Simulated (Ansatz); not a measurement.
Geometry optimisation of Mg₃Al₃⁺.

```yaml
crystal:
  periodic: [false, false, false]
  atoms:
    - {symbol: Al, position_ang: [-0.019810, 1.214760, 1.660090]}
    - {symbol: Al, position_ang: [2.017970, -0.614240, 0.280660]}
    - {symbol: Al, position_ang: [-1.346950, 2.011620, -0.256980]}
    - {symbol: Mg, position_ang: [1.346260, -0.143280, -2.265050]}
    - {symbol: Mg, position_ang: [0.483450, -2.582730, -0.710610]}
    - {symbol: Mg, position_ang: [-2.480920, 0.113850, 1.291880]}
basis:
  gaussian: {orbitals: def2-SVP}
total_charge: 1
hamiltonian: {xc: pbe0, dispersion: d4}
scf: {lower_state_search: "off"}
output: {orbitals: {seedname: orbitals}}
relax: {f_tol: 0.02, max_steps: 100}
```

```sh
$ ansatz run in.yaml --threads 4 --pin off --events-out ev --progress --plain --max-ram 4787MiB
```

Output, abridged:

```
Functional definition: PBE0
mean field -36086.86664201 eV, -1326.1678885370 hartree, gradient 4.0e-6 eV, S^2 0.000000; 0 other end points of the search recorded, 0 dependent functions left out
relax step   1: F+E_penalty+E_count = -36087.07966117 eV  Δ(F+E_penalty+E_count) = +0.000e0 eV  max|allowed force component| = 6.572e-1 eV/Å  Δτ_max = 0.0000 Å  (21 SCF iters, accepted)
mean field -36087.12125607 eV, -1326.1772454311 hartree, gradient 1.5e-6 eV, S^2 0.000000; 0 other end points of the search recorded, 0 dependent functions left out
relax step   2: F+E_penalty+E_count = -36087.32956984 eV  Δ(F+E_penalty+E_count) = -2.499e-1 eV  max|allowed force component| = 2.347e-1 eV/Å  Δτ_max = 0.1986 Å  (30 SCF iters, accepted)
mean field -36087.24785998 eV, -1326.1818980390 hartree, gradient 1.9e-6 eV, S^2 0.000000; 0 other end points of the search recorded, 0 dependent functions left out
relax step   3: F+E_penalty+E_count = -36087.46052015 eV  Δ(F+E_penalty+E_count) = -1.310e-1 eV  max|allowed force component| = 1.806e-1 eV/Å  Δτ_max = 0.1956 Å  (30 SCF iters, accepted)
mean field -36087.37854188 eV, -1326.1867005105 hartree, gradient 2.7e-6 eV, S^2 0.000000; 0 other end points of the search recorded, 0 dependent functions left out
relax step   4: F+E_penalty+E_count = -36087.59349671 eV  Δ(F+E_penalty+E_count) = -1.330e-1 eV  max|allowed force component| = 2.101e-1 eV/Å  Δτ_max = 0.1961 Å  (29 SCF iters, accepted)
mean field -36087.47417165 eV, -1326.1902148394 hartree, gradient 1.9e-6 eV, S^2 0.000000; 0 other end points of the search recorded, 0 dependent functions left out
relax step   5: F+E_penalty+E_count = -36087.68461842 eV  Δ(F+E_penalty+E_count) = -9.112e-2 eV  max|allowed force component| = 1.813e-1 eV/Å  Δτ_max = 0.1997 Å  (29 SCF iters, accepted)
mean field -36087.53282302 eV, -1326.1923702376 hartree, gradient 2.1e-6 eV, S^2 0.000000; 0 other end points of the search recorded, 0 dependent functions left out
relax step   6: F+E_penalty+E_count = -36087.73901114 eV  Δ(F+E_penalty+E_count) = -5.439e-2 eV  max|allowed force component| = 9.463e-2 eV/Å  Δτ_max = 0.1904 Å  (29 SCF iters, accepted)
mean field -36087.57784835 eV, -1326.1940248879 hartree, gradient 1.2e-6 eV, S^2 0.000000; 0 other end points of the search recorded, 0 dependent functions left out
relax step   7: F+E_penalty+E_count = -36087.78501145 eV  Δ(F+E_penalty+E_count) = -4.600e-2 eV  max|allowed force component| = 8.775e-2 eV/Å  Δτ_max = 0.1965 Å  (29 SCF iters, accepted)
mean field -36087.61164439 eV, -1326.1952668695 hartree, gradient 1.4e-6 eV, S^2 0.000000; 0 other end points of the search recorded, 0 dependent functions left out
relax step   8: F+E_penalty+E_count = -36087.82719944 eV  Δ(F+E_penalty+E_count) = -4.219e-2 eV  max|allowed force component| = 6.269e-2 eV/Å  Δτ_max = 0.1944 Å  (29 SCF iters, accepted)
mean field -36087.63908532 eV, -1326.1962753053 hartree, gradient 1.3e-6 eV, S^2 0.000000; 0 other end points of the search recorded, 0 dependent functions left out
relax step   9: F+E_penalty+E_count = -36087.85865925 eV  Δ(F+E_penalty+E_count) = -3.146e-2 eV  max|allowed force component| = 6.338e-2 eV/Å  Δτ_max = 0.1976 Å  (29 SCF iters, accepted)
mean field -36087.67248688 eV, -1326.1975027899 hartree, gradient 2.1e-6 eV, S^2 0.000000; 0 other end points of the search recorded, 0 dependent functions left out
relax step  10: F+E_penalty+E_count = -36087.87445469 eV  Δ(F+E_penalty+E_count) = -1.580e-2 eV  max|allowed force component| = 1.320e-1 eV/Å  Δτ_max = 0.1903 Å  (29 SCF iters, accepted)
mean field -36087.70178249 eV, -1326.1985793836 hartree, gradient 2.4e-6 eV, S^2 0.000000; 0 other end points of the search recorded, 0 dependent functions left out
relax step  11: F+E_penalty+E_count = -36087.89408842 eV  Δ(F+E_penalty+E_count) = -1.963e-2 eV  max|allowed force component| = 1.272e-1 eV/Å  Δτ_max = 0.1209 Å  (30 SCF iters, accepted)
mean field -36087.67843200 eV, -1326.1977212690 hartree, gradient 2.7e-6 eV, S^2 0.000000; 0 other end points of the search recorded, 0 dependent functions left out
relax step  12: F+E_penalty+E_count = -36087.87257710 eV  Δ(F+E_penalty+E_count) = +2.151e-2 eV  max|allowed force component| = 3.918e-1 eV/Å  Δτ_max = 0.1951 Å  (31 SCF iters, rejected (line search))
mean field -36087.71473151 eV, -1326.1990552516 hartree, gradient 1.5e-6 eV, S^2 0.000000; 0 other end points of the search recorded, 0 dependent functions left out
relax step  13: F+E_penalty+E_count = -36087.90799825 eV  Δ(F+E_penalty+E_count) = -1.391e-2 eV  max|allowed force component| = 6.343e-2 eV/Å  Δτ_max = 0.0951 Å  (31 SCF iters, accepted)
mean field -36087.71454638 eV, -1326.1990484481 hartree, gradient 2.8e-6 eV, S^2 0.000000; 0 other end points of the search recorded, 0 dependent functions left out
relax step  14: F+E_penalty+E_count = -36087.90741278 eV  Δ(F+E_penalty+E_count) = +5.855e-4 eV  max|allowed force component| = 1.014e-1 eV/Å  Δτ_max = 0.0428 Å  (31 SCF iters, rejected (line search))
mean field -36087.71759489 eV, -1326.1991604786 hartree, gradient 2.9e-6 eV, S^2 0.000000; 0 other end points of the search recorded, 0 dependent functions left out
relax step  15: F+E_penalty+E_count = -36087.91063680 eV  Δ(F+E_penalty+E_count) = -2.639e-3 eV  max|allowed force component| = 1.224e-2 eV/Å  Δτ_max = 0.0206 Å  (31 SCF iters, accepted)
Total energy: -36087.91067522 eV, -1326.2062560500 hartree
Atom 0 at     0.208615     0.274671     1.292809 Å, force     0.004792    -0.009915    -0.004027 eV/Å
Atom 1 at     2.442380    -0.348244    -0.013969 Å, force     0.001338     0.001217     0.002262 eV/Å
Atom 2 at    -0.866314     2.316525    -0.005589 Å, force    -0.002832     0.009039    -0.004074 eV/Å
Atom 3 at     0.062917     0.038262    -1.678386 Å, force    -0.012239     0.008582     0.004958 eV/Å
Atom 4 at     0.795126    -2.523950     0.185392 Å, force     0.003198    -0.008740     0.006514 eV/Å
Atom 5 at    -2.642724     0.242716     0.219733 Å, force     0.005743    -0.000182    -0.005633 eV/Å
Dipole moment:    -0.592086    -0.732138    -0.218736 e Å
Checks for a lower state left out: stability, starts, cluster_reference, orbital_swaps, neighbouring_geometries, increment
```

Run time 54 s (4 threads of Intel Xeon on a shared host).

The restricted singlet is unstable towards broken spin symmetry in Hartree–Fock (as tested in another run); at PBE0-D4/def2-SVP this wasn't settled. Another isomer (singlet) lies 0.45 eV lower at PBE0-D4/def2-TZVP; other spin states weren't run for this one.
